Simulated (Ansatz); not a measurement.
Job for Ansatz (an electronic-structure program): U-wB97X-V/cc-pVTZ on BH3Se (SMILES B[SeH]), a point of a bond scan (R = 1.779 Å).

Ansatz 0.2 input:
```yaml
crystal:
  periodic: [false, false, false]
  atoms:
    - {symbol: B, position_ang: [0.45012458, -0.03983348, -1.50253169]}
    - {symbol: H, position_ang: [-0.65882078, -0.82007564, -2.65438433]}
    - {symbol: H, position_ang: [1.48655015, 0.43721308, -1.81939992]}
    - {symbol: Se, position_ang: [-0.13171131, -0.01087557, 0.31515847]}
    - {symbol: H, position_ang: [1.03018385, 0.69171863, 0.88710390]}
basis:
  gaussian:
    orbitals: cc-pVTZ
hamiltonian:
  xc: {name: wB97X-V}
magnetization: {spin_polarized: true, initial_magnetization: 0}
```

It printed:

```
WARN ansatz: RAYON_NUM_THREADS=1 ignored (pool sized by the plan → 1); use --threads N
Functional definition: wB97X-V
integrals: 0.05 GiB planned
803 factors; their error is unknown
integrals: 0.08 GiB planned
153 factors; integrals over basis functions are off by at most 3.5e-5 eV
mean field: 0.65 GiB planned
mean field evaluation 1: about -66067.6102 eV, gradient 6.7e0 eV
mean field evaluation 2: about -66067.9632 eV, gradient 2.4e0 eV
mean field evaluation 4: about -66068.0028 eV, gradient 2.1e-1 eV
mean field evaluation 8: about -66068.2316 eV, gradient 4.0e-2 eV
mean field evaluation 16: about -66068.2316 eV, gradient 7.1e-5 eV
mean field -66068.23162527 eV, -2427.9627295729 hartree, gradient 7.1e-5 eV, S^2 0.000000; 0 other end points of the search recorded, 0 dependent functions left out
reference -66068.23162364 eV, -2427.9627295128 hartree; 21, 21 occupied and 94, 94 virtual orbitals, 803 factors
Total energy: -66068.23162364 eV, -2427.9627295128 hartree
```

The calculation finished and met its thresholds.

Cost: around 6 core-seconds (rough).
